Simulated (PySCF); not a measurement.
## Exercise with solution: refractive index and permittivity of the vapour

CH8OSi2, SMILES C([SiH3])O[SiH3].

Coordinates come from a B3LYP-D3(BJ)/def2-SVP optimisation. One conformer was computed; it need not be the lowest.

CAM-B3LYP/def2-TZVP in PySCF gives a mean static polarisability of 68.5 bohr³ and a dipole moment of 0.99 D. Take an ideal gas at 298.15 K and 0.1 bar, whether or not the substance is that volatile.

Question: Work out n − 1 in the optical limit and the static ε − 1.

Answer: 
Polarisability volume α' = 68.5 × 0.148185 = 10.15 Å³. Number density N = p/kT = 2.43e-6 Å⁻³.
Dilute limit of Lorentz–Lorenz: n − 1 = 2π N α' = 0.00015.
Orientation term of Debye: μ²/(3kT) = 8.098 Å³ × μ²(D²) = 7.94 Å³.
ε − 1 = 4π N (α' + μ²/3kT) = 0.00055. Orientation of the dipole supplies 44 % of the static response; it can't follow optical fields. Vibrational polarisation and dispersion are left out.
